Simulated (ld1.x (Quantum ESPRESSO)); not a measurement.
What the settings do to the TM potential of In (Z = 49)

Base potential:

| Property | Result |
| --- | --- |
| Element | In |
| Generator | ld1.x (Quantum ESPRESSO) 7.5 |
| Type | norm-conserving Troullier–Martins (Kleinman–Bylander form) |
| Functional | LDA (PZ) |
| Relativity | scalar-relativistic |
| Frozen core | [Kr] |
| Valence charge | 13 |
| Reference configuration | 4d10 5s2 5p1 |
| Partial waves | 5s (bound): rc 1.95 bohr; 5p (bound): rc 2.30 bohr; 4d (bound): rc 1.30 bohr; 4f channel at -0.1 Ry: rc 2.05 bohr |
| Local potential | all-electron potential smoothed inside 1.80 bohr (lloc = -2) |
| Core correction | none |

Cutoffs, loose and tight: the cutoffs (Ry, on a coarse ladder) from which the occupation-weighted sum of valence levels, in a spherical-Bessel basis at the reference potential, stays within 10 and 1 mRy of its value at 400 Ry. They do not see the model core or the augmentation charge, which bear on the density cutoff. Test errors are all-electron minus pseudo excitation energies from the reference, over the configurations 4d10 5s2 5p0; 4d10 5s1 5p0; 4d10 5s0 5p0; 4d10 5s1 5p2; 4d10 5s1 5p1; 4d10 5s2 5p0.5; 4d9 5s2 5p1 (two spin-polarised tests are not counted in the largest error). A dash means not determined; rows that change the core or the reference have their own tests. The largest error is taken over the tests solved by every variant that gives reliable tests at all: 4d10 5s0 5p0; 4d10 5s1 5p1; 4d10 5s1 5p2; 4d10 5s2 5p0; 4d10 5s2 5p0.5.

A true bound ghost makes a file unfit for plane-wave use even where its test errors are small: the radial tests pick states by their node count and pass the ghost by. Where a test does run into it, the solver fails or the error is huge.

| change | outcome | cutoff, loose | cutoff, tight | bound ghosts | largest test error (meV) |
| --- | --- | --- | --- | --- | --- |
| base | generated | 90 Ry | 140 Ry | none | +7.3 |
| local potential all-electron potential smoothed inside 0.98 bohr (lloc = -2) | generated | 90 Ry | 140 Ry | s, p | +7.9 |
| local potential all-electron potential smoothed inside 1.24 bohr (lloc = -2) | generated | 90 Ry | 140 Ry | s | +14 |
| local potential all-electron potential smoothed inside 1.42 bohr (lloc = -2) | generated | 90 Ry | 140 Ry | s | +7.9 |
| local potential all-electron potential smoothed inside 1.84 bohr (lloc = -2) | generated | 90 Ry | 140 Ry | none | +7.1 |
| local potential all-electron potential smoothed inside 2.04 bohr (lloc = -2) | generated | 90 Ry | 140 Ry | none | +5.8 |
| local potential all-electron potential smoothed inside 2.40 bohr (lloc = -2) | generated | 90 Ry | 140 Ry | none | +1.7 |
| local potential all-electron potential smoothed inside 2.60 bohr (lloc = -2) | generated | 90 Ry | 140 Ry | none | -3.9 |

Reading the sweep of the rcloc (base included, trends over the rows without a ghost): The loose cutoff stays near 90 Ry. The median size of the test errors (rows with all tests solved) is not monotonic: lowest 1.6 meV at 2.4 bohr, highest 4.5 meV at 1.8 bohr. Bound ghosts are found at 0.98, 1.24, 1.42 bohr.
